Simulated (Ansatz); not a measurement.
The cluster Be6S5 (the lowest singlet isomer of a short search). The state is a singlet with charge 0. Geometry r2SCAN-D4/def2-SVP, basis def2-TZVP, Ansatz.

Cartesian coordinates in Å:
```
Be -0.968 0.606 -1.411
Be -1.343 -0.885 0.959
Be 0.553 1.188 1.256
Be -0.341 -1.529 -0.798
Be 0.761 -1.108 1.133
Be 1.349 0.680 -0.918
S 0.521 -0.489 -2.366
S -0.039 2.182 -0.454
S -2.350 -0.782 -0.748
S -0.473 -0.064 2.543
S 2.329 0.202 0.803
```

```csv
run,HOMO (eV),LUMO (eV)
A,-6.35,-3.01
B,-5.59,-3.48
C,-5.97,-3.37
D,-6.17,-3.07
E,-6.46,-2.88
F,-5.43,-3.72
```

B3LYP takes the VWN-RPA correlation. HSE06 is defined as in plane-wave codes, on full-range PBE exchange. The structure comes from a short search, and lower isomers may exist.

Question: The runs used B3LYP, HSE06, PBE, PBE0, r2SCAN, r2SCAN0. Estimate which is which.

Answer: A PBE0 (25 % exact exchange); B r2SCAN (0 % exact exchange); C HSE06 (range-separated); D B3LYP (20 % exact exchange); E r2SCAN0 (25 % exact exchange); F PBE (0 % exact exchange). Exact exchange lowers occupied and raises empty levels; among semilocal functionals meta-GGAs tend to open the gap a little, and such runs are hard to tell apart. The gap grows from 1.71 eV (PBE) to 3.58 eV (r2SCAN0).
